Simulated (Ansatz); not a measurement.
Cl5Ta, triplet, at a GFN2-xTB geometry (such geometries of metal compounds can be far from the true shape) (the multiplicity is a formal guess) (core potentials on Ta). Base run: BLYP/def2-SVP in Ansatz (a first-principles code).

Ansatz was given this input:
Ansatz 0.2 input:
```yaml
crystal:
  periodic: [false, false, false]
  atoms:
    - {symbol: Ta, position_ang: [0.11010624, -0.02019140, 0.23866265]}
    - {symbol: Cl, position_ang: [1.12651420, -0.23736351, 2.23985543]}
    - {symbol: Cl, position_ang: [-1.69121170, 0.62904848, -1.57365796]}
    - {symbol: Cl, position_ang: [0.80184508, 2.11050390, -0.06958146]}
    - {symbol: Cl, position_ang: [0.51035061, -0.59021879, -2.15181846]}
    - {symbol: Cl, position_ang: [-1.22030732, -1.82526584, 0.53035695]}
basis:
  gaussian:
    orbitals: def2-SVP
hamiltonian:
  xc: blyp
magnetization: {spin_polarized: true, initial_magnetization: 2}
```

Variants of this job, named by their change:

```tsv
change	E (Eh)	<S^2>	core-seconds (rough)
base	-2357.44236	2.003	30
functional = b3lyp	-2357.56218	2.005	10
functional = B97M-V	-2356.89608	2.007	60
functional = pbe0; dispersion = d3bj	-2356.72449	2.006	10
functional = revpbe	-2357.11418	2.005	30
functional = wB97M-V	-2357.29156	2.005	60
functional = BHLYP	-2357.35173	2.008	10
functional = b3lyp; dispersion = d4	-2357.58014	2.005	10
functional = wB97X	-2357.47601	2.006	40
functional = r2scan	-2357.38144	2.007	40
functional = wB97X-V	-2357.09626	2.006	50
functional = b3lyp5	-2357.18740	2.005	10
functional = hf	-2353.34914	2.018	10
```

Total energies compare only within one method and basis.
